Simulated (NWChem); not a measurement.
Molecule: AsH2, doublet; SMILES [AsH2]

Computed with NWChem. Pople sets run with spherical d functions. Spin-unrestricted. In the optimisation the excess spin sits in b1 (C2v, its own frame). No stability test was run on the SCF state. Level B3LYP/6-31G*: optimisations from one semi-empirical or force-field start; each run changes one setting, and all end within 0.3 mHa of each other.

| setting | optimisation steps |
|---|---|
| redundant internal coordinates, default thresholds | 3 |
| tight thresholds | 5 |
| loose thresholds | 2 |
| symmetry off | 3 |
| trust radius 0.05 | 3 |
